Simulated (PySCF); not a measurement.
# One molecule, several mistakes: ClGeH3OSi

All numbers below are calculated, not measured. The program is PySCF 2.14.0, an open-source quantum chemistry code, run on an isolated molecule that a program drew, which may never have been made. The molecule is ClGeH3OSi (charge 0, singlet), drawn as the SMILES string `[OH][GeH]([SiH])[Cl]`.

Each row is a Hartree-Fock (HF) and frozen-core CCSD(T) single point in the cc-pV(D+d)Z basis, meant for a local HF minimum. Run 1 is clean. Each other run has one planted mistake out of seven kinds, and not every kind appears here: one electron removed, one electron added, multiplicity raised by two, geometry at a saddle point, minimal basis STO-3G, one bond length entered in bohr, all coordinates scaled. The reference is restricted for singlets and unrestricted otherwise, and also for a bond in bohr. Adding or removing an electron swaps singlet and doublet. Electrons count all cores. HOMO and LUMO are orbital energies over both spins, the gradient is its largest component, and the lowest frequency (negative if imaginary) is given only where the gradient is small. Bond lengths are over the 6 bonds as drawn. T1 is the CCSD diagnostic: over 0.02 (restricted) or 0.045 (unrestricted) a single reference is doubtful. Germanium has the cc-pVDZ-PP basis, with a core potential (ECP10MDF) in place of its 10 inner electrons, and its 3s, 3p and 3d shells are frozen in CCSD(T).

Geometry of the clean run:
```xyz
7
ClGeH3OSi, angstrom
O    -0.4076    2.1542   -0.2061
Ge   -1.1180    0.7336    0.5931
Si   -1.4593    1.5348    2.8870
Cl   -3.0387    0.3436   -0.3988
H    -0.3739    2.1258   -1.1528
H    -0.3018   -0.5177    0.2606
H    -0.0137    1.2411    3.2306
```

```
run,electrons,basis functions,<S^2>,HOMO (eV),LUMO (eV),gradient (hartree/bohr),lowest frequency (cm^-1),mean bond (Å),longest bond (Å),T1,HF (hartree),CCSD(T) (hartree),mistake
1,74,98,0.000,-9.33,-0.44,1.8e-05,91,1.7369,2.454,0.0132,-1118.43889,-1118.99531,no fault
2,74,98,1.263,-9.96,-0.45,1.5e-02,-,1.8774,2.454,0.0740,-1118.31199,-1118.85241,one bond length entered in bohr
3,73,98,0.776,-16.18,-7.45,6.9e-02,-,1.7369,2.454,0.0257,-1118.13166,-1118.66413,one electron removed
4,75,98,0.768,-2.14,6.77,5.0e-02,-,1.7369,2.454,0.0142,-1118.48523,-1119.04956,one electron added
5,74,98,2.009,-8.91,-0.71,2.8e-02,-,1.7369,2.454,0.0180,-1118.41978,-1118.95731,?
6,74,98,0.000,-9.27,-0.37,1.8e-02,-,1.7091,2.414,0.0128,-1118.43710,-1118.99138,?
```

**Which mistake was planted in run 5, and what did it cost?**

Electrons, basis and geometry are unchanged, and <S^2> is 2.009, beside S(S+1) = 2.00 for a multiplicity of 3. So the mistake is: multiplicity raised by two. Subtracting run 1 and multiplying by 627.51 kcal/mol a hartree, the energy moved by 12.0 kcal/mol in HF and 23.8 kcal/mol in CCSD(T).

**Which mistake was planted in run 6, and what did it cost?**

The mean and the longest bond both change by the same factor, 0.984, and the gradient is no longer small. So the mistake is: all coordinates scaled. Subtracting run 1 and multiplying by 627.51 kcal/mol a hartree, the energy moved by 1.1 kcal/mol in HF and 2.5 kcal/mol in CCSD(T).

Cautions from the logs. Run 2: T1 is over the limit, so its CCSD(T) energy is less reliable.
